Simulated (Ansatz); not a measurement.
**Redistribution: CHBr2Cl + CH2FI → CHBrClF + CH2BrI**

Species: CHBr2Cl (chlorodibromomethane) `ClC(Br)Br`, singlet; CH2FI (fluoroiodomethane) `FCI`, singlet; CHBrClF (bromochlorofluoromethane) `FC(Cl)Br`, singlet; CH2BrI (bromoiodomethane) `BrCI`, singlet. The partners trade Br for F; both sit on C, so the bond types are kept.

Shapes, held fixed at every level: PBE0-D4/def2-TZVP. Programs: Ansatz 0.2.0. The zero-point and thermal change to 298 K, harmonic and unscaled (PBE0-D4/def2-TZVP), is -0.3 kJ/mol.

```csv
level,kind,ΔH(298 K) (kJ/mol),less CCSD(T)/def2-TZVPP,CPU time (sum over the molecules)
SPW92/def2-TZVPP,LDA,-24.1,-0.1,8.2 s
BHLYP-D4/def2-TZVPP,global hybrid,-24.1,-0.1,23 s
r2SCAN0-D4/def2-TZVPP,global hybrid,-25.9,-1.9,36 s
wB97M-V/def2-TZVPP,range-separated hybrid,-24.9,-0.9,72 s
CCSD/def2-SVP,coupled cluster or CI,-27.6,-3.6,–
CCSD/def2-TZVPP,coupled cluster or CI,-24.7,-0.7,–
CCSD(T)/def2-TZVPP,coupled cluster or CI,-24.0,0.0,4 min
```

The highest level, CCSD(T)/def2-TZVPP, gives ΔH(298 K) = -24.0 kJ/mol; the levels span -27.6 to -24.0. The column of differences is taken from that level and isn't an error. No measured value is set beside it here. For atoms past krypton def2 sets carry core potentials with scalar relativity. Relativity is left out for Br. Outer-core shells of Br, I are correlated in most correlated rows, in sets that cover them unevenly. Times are processor times on shared x86 and Arm servers, and rough.
